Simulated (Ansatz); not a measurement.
[closo-1-(Br)B7H6]2- (B7H6Br²⁻). Charge -2, multiplicity 1. Geometry r2SCAN-D4/def2-SVPD; atoms count from 1.

```xyz
14

B    -0.057    1.067    0.941
B     0.970    0.972   -0.375
B    -0.726    0.427   -0.596
B    -0.466   -1.318   -0.268
B     0.717   -0.502   -1.123
B     0.846   -0.498    0.695
B    -0.944   -0.349    1.007
Br   -2.216    1.304   -1.821
H    -0.153    2.009    1.708
H     1.753    1.834   -0.737
H    -0.913   -2.420   -0.538
H     1.283   -0.903   -2.125
H     1.707   -1.004    1.403
H    -1.801   -0.619    1.831
```

A multiply charged anion in the gas phase is held together partly by the finite basis. The highest occupied level of the charge -2 singlet lies above zero (up to 1.93 eV). The electron is either unbound and held by the finite basis, or the level is raised by self-interaction error.

Estimate the Mulliken populations from the PBE0/def2-TZVPD orbitals of Ansatz.


```tsv
atom	charge (e)
B1	-0.12
B2	-0.12
B3	0.61
B4	-0.12
B5	-0.12
B6	-0.40
B7	-0.12
Br8	-0.73
H9	-0.16
H10	-0.16
H11	-0.16
H12	-0.16
H13	-0.12
H14	-0.16
```
Mulliken values and Mayer orders depend strongly on the basis. With diffuse functions, as here, like atoms can get unlike values, and bond orders can come out too low or too high.

And the Mayer bond orders between bonded heavy atoms (over 0.3)?

B1–B2 0.48 (1.67 Å); B1–B3 0.93 (1.79 Å); B1–B6 0.76 (1.82 Å); B1–B7 0.48 (1.67 Å); B2–B3 0.93 (1.79 Å); B2–B5 0.48 (1.67 Å); B2–B6 0.76 (1.82 Å); B3–B4 0.93 (1.79 Å); B3–B5 0.93 (1.79 Å); B3–B7 0.93 (1.79 Å); B4–B5 0.48 (1.67 Å); B4–B6 0.76 (1.82 Å); B4–B7 0.48 (1.67 Å); B5–B6 0.76 (1.82 Å); B6–B7 0.76 (1.82 Å). Values over 0.3 also appear between atoms too far apart for a bond (B1–B4 0.72 at 2.70 Å; B1–B5 0.72 at 2.70 Å; B1–Br8 0.36 at 3.51 Å; B2–B4 0.72 at 2.70 Å; B2–B7 0.72 at 2.70 Å; B2–Br8 0.36 at 3.51 Å; B3–B6 0.64 at 2.23 Å; B4–Br8 0.36 at 3.51 Å); they arise where an orbital or an unpaired electron spreads over both atoms.
